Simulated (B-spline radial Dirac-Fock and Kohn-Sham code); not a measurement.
**Widths and yields of inner-shell holes in Gd⁺**

System: Gd⁺, [Xe] 4f8 5d1 (not the ground configuration).

Method: a relativistic independent-particle model: LDA orbitals of the hole state, radiative multipoles to third order, Auger rates from the Coulomb interaction with a continuum orbital, Dirac-Fock energies. Computed with a B-spline atomic structure program.

Partial widths are in eV. Coster-Kronig decay leaves a hole in the same principal shell; its rates are the weakest part of the model, often 1.5 to 2.5 times too large and more for N holes. Holes without an open Auger channel, or with an unreliable SCF state, are not listed.

| hole | radiative | Auger | Coster-Kronig | total | fluorescence yield | lifetime (fs) |
| --- | --- | --- | --- | --- | --- | --- |
| K | 20.4 | 1.39 | 0 | 21.8 | 0.936 | 0.0302 |
| L1 | 0.400 | 1.73 | 2.58 | 4.71 | 0.0848 | 0.140 |
| L2 | 0.672 | 2.60 | 0.625 | 3.89 | 0.173 | 0.169 |
| L3 | 0.620 | 3.10 | 0 | 3.72 | 0.167 | 0.177 |
| M1 | 0.0129 | 0.710 | 14.5 | 15.2 | 0.000848 | 0.0433 |
| M2 | 0.0132 | 0.789 | 7.47 | 8.27 | 0.00159 | 0.0796 |
| M3 | 0.0134 | 0.879 | 7.49 | 8.39 | ? | ? |
| M4 | 0.00771 | 1.01 | 0.404 | 1.42 | 0.00542 | 0.462 |
| M5 | 0.00730 | 1.04 | 0 | 1.04 | 0.00699 | 0.631 |
| N1 | 0.000373 | 0.0750 | 10.9 | 11.0 | 3.40e-05 | 0.0600 |
| N2 | 0.000736 | 0.0759 | 8.35 | 8.43 | 8.72e-05 | 0.0781 |
| N3 | 0.000523 | 0.0801 | 7.29 | 7.37 | 7.09e-05 | 0.0892 |
| N4 | 0.000361 | 0.0780 | 2.54 | 2.62 | 0.000138 | 0.252 |
| N5 | 0.000332 | 0.0840 | 2.51 | 2.59 | 0.000128 | 0.254 |

Question: What are the fluorescence yield and the lifetime of the M3 hole?

Answer: The yield is the radiative width over the total, 0.00160, and the lifetime is ħ/Γ = 0.0785 fs.
